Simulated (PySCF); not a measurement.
## Polarisability and C₆ of Cr²³⁺ (chromium, charge +23)

1s1, 2S determinant. Computed with PySCF 2.14 in an even-tempered Gaussian basis (15 s from 22 bohr⁻², ratio 2.2; 7 p from 34 bohr⁻², ratio 2.4; 4 d from 100 bohr⁻², ratio 2.4; 3 f from 150 bohr⁻², ratio 2.4; 3 g from 230 bohr⁻², ratio 2.4), with the non-relativistic Hamiltonian (point nucleus). Coupled (time-dependent) response in atomic units; α is the mean over directions.

```json
{"method": "UHF", "mean α (bohr³)": "1.356e-05", "C₆ (like pair)": "3.401e-08", "S(−4)": "2.413e-10"}
```

S(−4) is the Cauchy moment in α(ω) = α(0) + S(−4) ω² + …

α(iu) at UHF:

```
u (hartree)  α(iu) (bohr³)
          0      1.356e-05
       20.0      1.347e-05
       40.0      1.319e-05
       80.0      1.219e-05
        120      1.084e-05
        160      9.418e-06
        200      8.084e-06
        300      5.487e-06
        400      3.833e-06
        600      2.097e-06
       1000      8.748e-07
```

A single London oscillator, α(iu) = α/(1 + u²/ω²), gives C₆ = (3/4) ω α². Matching the computed C₆ needs ω = 4 × 3.401e-08 / (3 × 1.356e-05²) = 247 hartree.

For a non-relativistic one-electron ion the exact value is 9/(2Z⁴) = 1.356e-05 bohr³; Hartree-Fock is exact here up to the basis.

For an ion, C₆ is the dispersion term alone; charge-induced terms of lower order in 1/R come first.
